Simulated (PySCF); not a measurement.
Cl2Zn, SMILES [Zn]([Cl])[Cl] (connectivity only; charge and spin as stated), charge -1, multiplicity 2.

Geometry: r2SCAN-D4/def2-SVPD. The multiplicity is an assumed one; other spin states were not compared. The isomer is the one that the SMILES or the coordinates give; other isomers of the formula were not compared.

The numbers are results of IEF-PCM-M06-2X/def2-SVPD (PySCF 2.14.0), not measurements.

The values are the electrostatic part of the solvation free energy, E(continuum) − E(gas) at the gas-phase geometry, in a cavity of scaled van der Waals radii (PySCF's table); cavitation and dispersion terms are not included. A continuum can't describe solvent molecules that bind to the metal.

Computed values in water (ε = 78.36), 2-propanol (ε = 19.26), chloroform (ε = 4.71):
```csv
solvent,ε,ΔG(elec) (kcal/mol)
water,78.36,-52.7
2-propanol,19.26,-50.4
chloroform,4.71,-41.1
```
